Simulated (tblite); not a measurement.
Run record: tight-binding relaxation, `[SiH3]CO[Si]1(Cl)C=CC=C1`.

Computed with GFN2-xTB geometry optimisation, gas phase (tblite 0.8.0). Start geometry: from a force field or distance geometry. The command runs a driver script over a list of jobs; the input below is this job's line of settings and its coordinates in Å.

Command:
```bash
OMP_NUM_THREADS=1 python probes_run.py task.json out
```

Input:
```
{"job": {"kind": "relax", "xc": "GFN2-xTB", "basis": "xTB"}, "charge": 0, "multiplicity": 1}
Si     3.405700     0.418100     0.109600
C      1.514100     0.283700     0.140100
O      0.953400    -0.631100    -0.796100
Si    -0.687100    -0.821500    -0.861200
Cl    -1.253800    -2.156500    -2.262000
C     -1.583500    -1.251800     0.710300
C     -2.516300    -0.323000     0.989200
C     -2.612800     0.760400     0.025800
C     -1.754700     0.666900    -1.011300
H      4.026100    -0.893500     0.406400
H      3.857500     0.906900    -1.217100
H      3.841100     1.388200     1.145700
H      1.112100     1.287800    -0.009500
H      1.245800    -0.033300     1.162300
H     -1.353200    -2.125500     1.289600
H     -3.173300    -0.365400     1.868200
H     -3.349900     1.548900     0.141900
H     -1.680000     1.346700    -1.843400
```

Output:
```
step      E/eV     max force
  0    -744.71371    1.398
  1    -744.78594    0.606
  2    -744.81584    0.595
  3    -744.85710    0.510
  4    -744.88081    0.536
  5    -744.90750    0.358
  6    -744.92248    0.363
  7    -744.93351    0.337
  8    -744.94050    0.279
  9    -744.94708    0.242
... (56 lines left out)
 66    -745.04603    0.031
 67    -745.04617    0.031
 68    -745.04631    0.025
 69    -745.04646    0.032
 70    -745.04659    0.026
 71    -745.04668    0.020
 72    -745.04673    0.013
 73    -745.04676    0.012
 74    -745.04677    0.011
 75    -745.04678    0.006
```

«max force» is the largest atomic force in eV/Å.

Q: From which step on does the largest force stay under 0.1 eV/Å, and how much energy is left to gain from there?

A: From step 27 (0.072 eV/Å), 11.8 meV above the end.

Summary of the converged run: energy lowered by 7.7 kcal/mol over 75 steps; largest atomic force 0.006 eV/Å at the end.

Q: Give the final coordinates.

A: 0.270 Å rms from the input after alignment:
```
atom  x, y, z in Å
Si1    3.4244    0.3124   -0.0116
C2     1.5539    0.4459    0.3329
O3     0.9476   -0.4433   -0.5927
Si4   -0.6293   -0.7699   -0.7910
Cl5   -0.5860   -2.1090   -2.2845
C6    -1.6152   -1.2636    0.7504
C7    -2.6040   -0.3841    0.9393
C8    -2.7053    0.7003   -0.0350
C9    -1.7993    0.7039   -1.0179
H10    3.8263   -1.0755    0.2062
H11    3.6590    0.7116   -1.3975
H12    4.1227    1.2097    0.9129
H13    1.1592    1.4533    0.1783
H14    1.2821    0.1509    1.3496
H15   -1.4569   -2.1004    1.4097
H16   -3.3122   -0.4317    1.7539
H17   -3.4867    1.4385    0.0732
H18   -1.7891    1.4572   -1.7878
```

Hardware: Arm Neoverse N1, one thread, shared host with 64 logical CPUs at a one-minute load of 56. Cost: 1.4 s.
Labels such as C1 count atoms from 1, the log's own numbers from 0.
